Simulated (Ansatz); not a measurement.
Program: Ansatz 0.2.0.

A structure relaxed at PBE0-D4/def2-TZVP, charge 0, multiplicity 1:

```json
{"atom": "B1", "x (Å)": "-0.9400", "y (Å)": "-1.1471", "z (Å)": "0.6504"}
{"atom": "Si2", "x (Å)": "0.5065", "y (Å)": "-0.2336", "z (Å)": "-0.3961"}
{"atom": "N3", "x (Å)": "0.2049", "y (Å)": "1.4377", "z (Å)": "-0.2710"}
{"atom": "F4", "x (Å)": "1.9144", "y (Å)": "-0.7096", "z (Å)": "0.2316"}
{"atom": "H5", "x (Å)": "-1.6696", "y (Å)": "-1.9752", "z (Å)": "0.1918"}
{"atom": "H6", "x (Å)": "-1.1252", "y (Å)": "-0.8331", "z (Å)": "1.7917"}
{"atom": "H7", "x (Å)": "0.6129", "y (Å)": "-0.5191", "z (Å)": "-1.8484"}
{"atom": "H8", "x (Å)": "0.5277", "y (Å)": "2.1032", "z (Å)": "-0.9534"}
{"atom": "H9", "x (Å)": "-0.0315", "y (Å)": "1.8768", "z (Å)": "0.6034"}
```

Problem. Give its formula and SMILES.

Solution. BFH5NSi, `B[SiH](N)F`.

Problem. Summarise the bond lengths by kind.

Solution. 1 × B–Si 2.005 Å; 2 × B–H 1.195 to 1.198 Å; 1 × N–Si 1.703 Å; 1 × F–Si 1.613 Å; 1 × H–Si 1.484 Å; 2 × H–N 1.006 to 1.007 Å.
